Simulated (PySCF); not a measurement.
Si(H)(Br)(OH)2, SMILES Br[SiH](O)O (H3BrO2Si) (PBE0/def2-SVP optimised geometry):

```
7

Si    -0.434    -0.538     0.000
O     -0.842     1.063     0.000
O     -1.013    -1.358     1.307
Br     1.782    -0.538     0.000
H     -0.946    -1.263    -1.182
H     -1.782     1.263    -0.069
H     -0.653    -1.129     2.170
```

Level of theory: PBE0/def2-TZVP (PySCF).

What are the frontier orbital energies and the dipole moment?

HOMO-2 -9.57 eV, HOMO-1 -8.62 eV, HOMO -8.55 eV, LUMO 0.40 eV, LUMO+1 0.77 eV; dipole moment 2.00 D.

Meta-Löwdin charges at PBE0/def2-TZVP: Si1 1.17, O2 -0.75, O3 -0.75, Br4 -0.27, H5 -0.12, H6 0.36, H7 0.36.
